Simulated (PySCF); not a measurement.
Computed with BP86 in PySCF with Tl def2-TZVP with ECP60, Cl def2-TZVP; scalar-relativistic core potentials, no spin–orbit coupling; density-fitted integrals. Open shells, if any, are unrestricted.

**Question.** What shape and geometry does isolated singlet TlCl₃ take (every ligand bound to Tl)?

**Answer.** Counting electrons, thallium keeps none of its valence electrons outside its bonds, so the VSEPR class is AX3 and the expected shape is trigonal planar (D3h), as computed. The lowest minimum found is a singlet of D3h symmetry with Tl–Cl 2.392 Å (×3); Cl–Tl–Cl 120.0° (×3). Its harmonic wavenumbers are 63 (e'), 78 (a2''), 301 (a1'), 325 (e') cm⁻¹ and its dipole moment is 0.00 D.

Spin–orbit coupling, left out here, can matter for elements this heavy.
